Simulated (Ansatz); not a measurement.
Zn7H20Se7. The state is a singlet with charge 0. Geometry r2SCAN-D4/def2-SVP.

```xyz
34

Zn   -1.929   -1.778    0.090
Zn    3.659    0.468   -0.736
Zn   -1.782   -1.449    3.051
Zn   -0.891   -2.179   -2.336
Zn   -2.253    2.034   -1.737
Zn   -1.248    2.815    1.378
Zn   -2.798    0.875    2.239
Se    2.825   -1.120   -2.623
Se    0.636   -1.915   -0.214
Se   -3.399    0.249   -0.075
Se    3.324   -0.897    1.462
Se    1.587    1.971   -0.513
Se   -0.162    0.506    2.276
Se   -0.603    0.363   -2.651
H    -2.166   -2.353    1.618
H    -2.291   -2.545   -1.348
H     5.077    1.077   -0.935
H    -1.293   -2.222    4.309
H    -0.511   -3.083   -3.544
H    -3.092    2.958   -2.659
H    -1.570    2.342   -0.213
H    -0.349    4.021    1.792
H    -3.193   -0.338    3.258
H    -2.757    2.511    2.309
H     3.629   -2.255   -2.131
H     3.957   -0.700   -3.492
H     0.574   -3.293    0.300
H    -4.614   -0.585   -0.010
H     3.799   -2.156    0.863
H     4.705   -0.592    1.923
H     2.262    2.864    0.455
H     2.025    2.812   -1.647
H    -0.173    1.139    3.610
H    -0.985    0.455   -4.067
```

Single mean-field runs in def2-SVP, def2-TZVP are fitted with def2-universal-jkfit. In the singlet geometry the species has come apart into loosely held pieces.

Q: Estimate the orbital energies around the gap (eV) in Ansatz with PBE-D4/def2-SVP, PBE-D4/def2-TZVP, r2SCAN-D4/def2-TZVP, PBE0-D4/def2-SVP, PBE0-D4/def2-TZVP.

A: 
```json
{"orbital": "HOMO−9", "PBE-D4/def2-SVP": "-6.62", "PBE-D4/def2-TZVP": "-6.86", "r2SCAN-D4/def2-TZVP": "-7.13", "PBE0-D4/def2-SVP": "-7.85", "PBE0-D4/def2-TZVP": "-8.02"}
{"orbital": "HOMO−8", "PBE-D4/def2-SVP": "-6.40", "PBE-D4/def2-TZVP": "-6.64", "r2SCAN-D4/def2-TZVP": "-6.90", "PBE0-D4/def2-SVP": "-7.60", "PBE0-D4/def2-TZVP": "-7.77"}
{"orbital": "HOMO−7", "PBE-D4/def2-SVP": "-6.37", "PBE-D4/def2-TZVP": "-6.60", "r2SCAN-D4/def2-TZVP": "-6.86", "PBE0-D4/def2-SVP": "-7.56", "PBE0-D4/def2-TZVP": "-7.71"}
{"orbital": "HOMO−6", "PBE-D4/def2-SVP": "-6.20", "PBE-D4/def2-TZVP": "-6.48", "r2SCAN-D4/def2-TZVP": "-6.75", "PBE0-D4/def2-SVP": "-7.43", "PBE0-D4/def2-TZVP": "-7.64"}
{"orbital": "HOMO−5", "PBE-D4/def2-SVP": "-6.06", "PBE-D4/def2-TZVP": "-6.31", "r2SCAN-D4/def2-TZVP": "-6.55", "PBE0-D4/def2-SVP": "-7.20", "PBE0-D4/def2-TZVP": "-7.38"}
{"orbital": "HOMO−4", "PBE-D4/def2-SVP": "-5.82", "PBE-D4/def2-TZVP": "-6.08", "r2SCAN-D4/def2-TZVP": "-6.32", "PBE0-D4/def2-SVP": "-6.98", "PBE0-D4/def2-TZVP": "-7.18"}
{"orbital": "HOMO−3", "PBE-D4/def2-SVP": "-5.75", "PBE-D4/def2-TZVP": "-6.04", "r2SCAN-D4/def2-TZVP": "-6.28", "PBE0-D4/def2-SVP": "-6.89", "PBE0-D4/def2-TZVP": "-7.11"}
{"orbital": "HOMO−2", "PBE-D4/def2-SVP": "-5.64", "PBE-D4/def2-TZVP": "-5.91", "r2SCAN-D4/def2-TZVP": "-6.14", "PBE0-D4/def2-SVP": "-6.77", "PBE0-D4/def2-TZVP": "-6.97"}
{"orbital": "HOMO−1", "PBE-D4/def2-SVP": "-5.50", "PBE-D4/def2-TZVP": "-5.78", "r2SCAN-D4/def2-TZVP": "-6.02", "PBE0-D4/def2-SVP": "-6.65", "PBE0-D4/def2-TZVP": "-6.86"}
{"orbital": "HOMO", "PBE-D4/def2-SVP": "-5.44", "PBE-D4/def2-TZVP": "-5.70", "r2SCAN-D4/def2-TZVP": "-5.94", "PBE0-D4/def2-SVP": "-6.56", "PBE0-D4/def2-TZVP": "-6.76"}
{"orbital": "LUMO", "PBE-D4/def2-SVP": "-2.23", "PBE-D4/def2-TZVP": "-2.40", "r2SCAN-D4/def2-TZVP": "-2.21", "PBE0-D4/def2-SVP": "-1.42", "PBE0-D4/def2-TZVP": "-1.59"}
{"orbital": "LUMO+1", "PBE-D4/def2-SVP": "-1.90", "PBE-D4/def2-TZVP": "-2.13", "r2SCAN-D4/def2-TZVP": "-1.95", "PBE0-D4/def2-SVP": "-1.04", "PBE0-D4/def2-TZVP": "-1.28"}
{"orbital": "LUMO+2", "PBE-D4/def2-SVP": "-1.76", "PBE-D4/def2-TZVP": "-1.95", "r2SCAN-D4/def2-TZVP": "-1.75", "PBE0-D4/def2-SVP": "-0.91", "PBE0-D4/def2-TZVP": "-1.11"}
{"orbital": "LUMO+3", "PBE-D4/def2-SVP": "-1.67", "PBE-D4/def2-TZVP": "-1.88", "r2SCAN-D4/def2-TZVP": "-1.59", "PBE0-D4/def2-SVP": "-0.83", "PBE0-D4/def2-TZVP": "-1.04"}
{"orbital": "LUMO+4", "PBE-D4/def2-SVP": "-1.22", "PBE-D4/def2-TZVP": "-1.63", "r2SCAN-D4/def2-TZVP": "-1.33", "PBE0-D4/def2-SVP": "-0.37", "PBE0-D4/def2-TZVP": "-0.78"}
{"orbital": "LUMO+5", "PBE-D4/def2-SVP": "-1.17", "PBE-D4/def2-TZVP": "-1.51", "r2SCAN-D4/def2-TZVP": "-1.21", "PBE0-D4/def2-SVP": "-0.28", "PBE0-D4/def2-TZVP": "-0.69"}
```
